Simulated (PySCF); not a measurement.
SiCl₂, SMILES [Si](Cl)Cl (connectivity only; charge and spin as stated), neutral, multiplicity 1. Coordinates come from a PBE0-D3(BJ)/def2-TZVP optimisation. The isomer is the one that the SMILES or the coordinates give; other isomers of the formula were not compared.

TDDFT-PBE/def2-SVPD (PySCF) puts the lowest singlet excitations at 3.71, 4.28, 5.22, 5.68, 6.03, 6.49 eV.

Question: What are the lowest excitation roots from ADC(2)/aug-cc-pVDZ in PySCF? (Estimate from the structure and the level; the computed values follow.)

Answer: 3.96, 5.24, 5.94, 6.76, 6.83, 6.88 eV. S1 differs by 0.25 eV (second minus first; roots are paired by order, and the bases may differ).
